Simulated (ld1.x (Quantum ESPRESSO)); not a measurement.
## u(r) = r·R(r): atom against pseudo-atom (B)

Columns: radius, all-electron u(r) and pseudo u(r) of the 2p shell (level -3.69 eV) of boron in the configuration [He] 2s2 2p1; BP86, scalar-relativistic, ultrasoft scheme, ld1.x (Quantum ESPRESSO) 7.5.

| r (bohr) | all-electron | pseudo |
| --- | --- | --- |
| 0.093 | 0.0238 | 0.0078 |
| 0.185 | 0.0766 | 0.0304 |
| 0.278 | 0.1424 | 0.0669 |
| 0.370 | 0.2103 | 0.1144 |
| 0.463 | 0.2768 | 0.1712 |
| 0.555 | 0.3377 | 0.2329 |
| 0.648 | 0.3932 | 0.2976 |
| 0.740 | 0.4417 | 0.3607 |
| 0.833 | 0.4847 | 0.4208 |
| 0.925 | 0.5211 | 0.4742 |
| 1.018 | 0.5520 | 0.5205 |
| 1.110 | 0.5766 | 0.5578 |
| 1.203 | 0.5959 | 0.5865 |
| 1.295 | 0.6099 | 0.6066 |
| 1.388 | 0.6195 | 0.6194 |
| 1.480 | 0.6249 | 0.6259 |
| 1.573 | 0.6267 | 0.6277 |
| 1.665 | 0.6254 | 0.6259 |
| 1.758 | 0.6214 | 0.6215 |
| 1.850 | 0.6152 | 0.6152 |
| 1.943 | 0.6070 | 0.6070 |
| 2.035 | 0.5972 | 0.5972 |
| 2.128 | 0.5860 | 0.5860 |
| 2.220 | 0.5738 | 0.5738 |
| 2.313 | 0.5606 | 0.5606 |
| 2.405 | 0.5469 | 0.5469 |

Task: How many radial nodes do the two functions have?

Result: The all-electron 2p function has n − l − 1 = 0; the pseudo-wave has 0.

Task: At about which radius was the pseudo-wave matched?

Result: 1.85 bohr, where the columns begin to agree (steps of 0.09 bohr).

Task: Where does each function peak?

Result: Outermost all-electron maximum near 1.57 bohr, pseudo maximum near 1.57 bohr (to the table’s step).

Task: Is the pseudo-wave norm-conserving?

Result: No, it belongs to an ultrasoft set: the norm inside the radius is not constrained, and the difference is carried by the augmentation charge.
